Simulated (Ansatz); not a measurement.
Reaction (SMILES): CCN[SiH2]OC + C (CH4) + N (NH3) + O (H2O) + [SiH4] (SiH4) -> CC (C2H6) [ethane] + CN (CH5N) [methanamine] + CO (CH4O) [methanol] + N[SiH3] + O[SiH3] [hydroxysilane]
Each molecule is optimised on its own at B3LYP-D3(BJ)/def2-TZVP (Ansatz, a program for electronic structure), one conformer each, not searched for the lowest.

Property: bond separation energy (electronic energy difference), in kcal/mol. Cores are frozen in the correlated levels unless marked. No spin-orbit coupling. Non-relativistic. CBS marks a two-point X^-3 extrapolation of the correlation energy; Hartree-Fock from the larger set. [CCSD(T)-MP2]/basis is that difference in the basis named.

| level | program | bond separation energy (kcal/mol) | minus last row |
|---|---|---|---|
| HF/6-31G | Ansatz | 10.9 | -1.5 |
| B3LYP/def2-TZVPD | Ansatz | 8.7 | -3.7 |
| BHLYP/def2-TZVPD | Ansatz | 8.6 | -3.8 |
| r2SCAN0/def2-TZVPD | Ansatz | 10.9 | -1.5 |
| HSE06-D3(BJ)/def2-TZVPD | Ansatz + dftd3 | 12.0 | -0.4 |
| LC-wPBE-D4/def2-TZVPD | Ansatz + dftd4 | 12.6 | 0.2 |
| MP2/STO-3G | Ansatz | 8.6 | -3.8 |
| MP2/aug-cc-pV(D+d)Z | Ansatz | 14.4 | 2.0 |
| SCS-MP2/6-31G* | Ansatz | 12.5 | 0.1 |
| CCSD/cc-pV(D+d)Z | Ansatz | 11.2 | -1.2 |
| CCSD/cc-pwCVTZ | Ansatz | 11.2 | -1.2 |
| CCSD(T)/STO-3G | Ansatz | 8.3 | -4.1 |
| CCSD(T)/6-31G | Ansatz | 16.0 | 3.6 |
| CCSD(T) with core electrons (1s frozen past Ne)/cc-pwCVTZ | Ansatz | 12.6 | 0.2 |
| RI-MP2/CBS(cc-pV(T+d)Z,cc-pV(Q+d)Z)+[CCSD(T)-MP2]/cc-pV(T+d)Z | Ansatz | 12.4 | 0.0 |
